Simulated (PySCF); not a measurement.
C6H17N2 (SMILES CN(C)CC[NH+](C)C), charge +1, singlet, geometry from GFN2-xTB. Base run: R2SCAN/STO-3G (PySCF).

Here is a job for PySCF.
```python
from pyscf import gto, scf, dft

mol = gto.M(
    atom='''
C     2.26536916    0.31431462    0.50585846
N     1.15346862    0.23022134   -0.43032181
C     1.60152577    0.54934793   -1.77779462
C     0.49118207   -1.06462411   -0.37062386
C    -0.51658112   -1.16229881    0.78140589
N    -1.60008823   -0.13377182    0.75007207
C    -1.10619707    1.19859853    1.15036394
C    -2.28362164   -0.05975024   -0.55323935
H     1.92338162    0.10696109    1.51771555
H     2.66999186    1.32352024    0.48216367
H     3.06942945   -0.38897791    0.25791456
H     2.34976669   -0.15828131   -2.15279708
H     0.75183778    0.55390119   -2.45936353
H     2.04139884    1.54406109   -1.77095564
H     1.20858733   -1.88864046   -0.22916079
H    -0.01628321   -1.24652824   -1.31913936
H     0.00046733   -1.06361622    1.73693340
H    -0.98095748   -2.14987700    0.74195894
H    -2.29661180   -0.42863635    1.44317985
H    -0.27808226    1.46439091    0.49064056
H    -0.75027345    1.17603757    2.17792389
H    -1.90475567    1.93289970    1.07205403
H    -2.56887089   -1.05433241   -0.89113852
H    -1.62175220    0.39810170   -1.28424377
H    -3.18099985    0.55034198   -0.46776023
''',
    basis='sto-3g',
    charge=1,
    verbose=4,
)

mf = dft.RKS(mol)
mf.xc = 'r2scan'
mf.kernel()
mf.analyze()
```

The base run was repeated with changes; each row names its change, and settings that it needs were set with it.

```json
[
 {"change": "base", "ΔE vs base (mEh)": "0.000", "fitting functions": "-"},
 {"change": "auxbasis = even-tempered beta=3.0", "ΔE vs base (mEh)": "-31.375", "fitting functions": "315"},
 {"change": "auxbasis = even-tempered beta=2.0", "ΔE vs base (mEh)": "(withheld)", "fitting functions": "(withheld)"},
 {"change": "auxbasis = even-tempered beta=1.6", "ΔE vs base (mEh)": "-15.882", "fitting functions": "685"},
 {"change": "auxbasis = default (with mf = mf.density_fit())", "ΔE vs base (mEh)": "-2.621", "fitting functions": "910"},
 {"change": "auxbasis = autoaux", "ΔE vs base (mEh)": "-16.819", "fitting functions": "647"},
 {"change": "auxbasis = cc-pvtz-ri", "ΔE vs base (mEh)": "-2.383", "fitting functions": "1158"},
 {"change": "auxbasis = def2-universal-jfit", "ΔE vs base (mEh)": "(withheld)", "fitting functions": "(withheld)"},
 {"change": "auxbasis = def2-universal-jkfit", "ΔE vs base (mEh)": "-2.621", "fitting functions": "910"},
 {"change": "auxbasis = cc-pvqz-jkfit", "ΔE vs base (mEh)": "(withheld)", "fitting functions": "(withheld)"}
]
```

**Question.** What belongs in the gaps?

**Answer.** 
- auxbasis = even-tempered beta=2.0, ΔE vs base (mEh): -16.972
- auxbasis = even-tempered beta=2.0, fitting functions: 485
- auxbasis = def2-universal-jfit, ΔE vs base (mEh): -3.779
- auxbasis = def2-universal-jfit, fitting functions: 579
- auxbasis = cc-pvqz-jkfit, ΔE vs base (mEh): -0.223
- auxbasis = cc-pvqz-jkfit, fitting functions: 1715

A fitting set is made for a task (jfit for Coulomb, jkfit for Coulomb and exchange, ri for correlation) and for a family of orbital bases.
